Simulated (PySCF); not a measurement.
SMILES BCCC, singlet, GFN2-xTB optimised geometry.

```
13

B      1.83    -0.59     0.00
C      0.26    -0.59     0.00
C     -0.44     0.77     0.00
C     -1.96     0.63     0.01
H      2.44     0.41     0.05
H      2.39    -1.61    -0.04
H     -0.10    -1.17    -0.86
H     -0.08    -1.16     0.87
H     -0.14     1.33    -0.89
H     -0.12     1.34     0.88
H     -2.44     1.61     0.01
H     -2.29     0.10     0.90
H     -2.30     0.08    -0.86
```

Density from PBE0/def2-TZVP in PySCF at that geometry.

Minimum of the electron density along straight lines between bonded atoms, close to the bond critical point (lines longer than 1.1 times the sum of covalent radii, or with two minima, are not listed):

```csv
bond,length / Å,ρ at the minimum / e bohr⁻³,∇²ρ there / e bohr⁻⁵,position (fraction from the first atom)
B1–C2,1.567,0.190,?,0.33
C2–C3,1.531,0.243,-0.59,0.50
C3–C4,1.525,0.246,-0.61,0.50
B1–H5,1.169,0.193,-0.35,0.44
B1–H6,1.170,0.192,-0.35,0.44
C2–H7,1.096,0.268,-0.88,0.64
C2–H8,1.097,0.267,-0.87,0.64
C3–H9,1.092,0.279,-0.95,0.64
C3–H10,1.092,0.279,-0.96,0.64
C4–H11,1.088,0.279,-0.95,0.64
C4–H12,1.089,0.278,-0.95,0.64
C4–H13,1.089,0.278,-0.95,0.64
```

### Question
Complete the blanks.

### Answer

- B1–C2, ∇²ρ there / e bohr⁻⁵: -0.31
